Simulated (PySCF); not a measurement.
# C₆ coefficients of unlike pairs at PBE0

Calculated with PySCF 2.14 from the dipole response of each species, C₆(A,B) = (3/π) ∫ α_A(iu) α_B(iu) du, in atomic units, from isotropic polarisabilities. For ions this is the dispersion term alone; charge-induced terms of lower order in 1/R come first.

| species | configuration | basis | relativity | α (bohr³) | C₆ (like pair) |
| --- | --- | --- | --- | --- | --- |
| N+ | [He] 2s2 2p2 (3P) | dyall-acv3z (15s9p4d2f) | none | 3.865 | 8.288 |
| C | [He] 2s2 2p2 (3P) | x2c-TZVPPall with one added diffuse shell each of s, p, d type (6s4p3d1f) | spin-free X2C | 12.61 | 50.56 |
| Li | [He] 2s1 (2S) | aug-cc-pV5Z (7s6p5d4f3g2h) | none | 147.7 | 1195 |
| Kr(3+) | [Ar] 3d10 4s2 4p3 (4S) | x2c-QZVPPall with one added diffuse shell each of s, p, d, f type (12s9p6d5f1g) | spin-free X2C | 5.445 | 21.58 |

Problem. Estimate C₆ for Li with C.

Solution. The integral gives 175.1. The combination rule 2 C_A C_B / (C_A α_B/α_A + C_B α_A/α_B) gives 174.1 and the geometric mean 245.8.

No spin-orbit coupling is included.

The other pairs:

```
      pair     C₆
    Li, N+  57.67
     C, N+  19.76
 Kr(3+), C  30.84
Kr(3+), N+  13.29
Kr(3+), Li  83.80
```
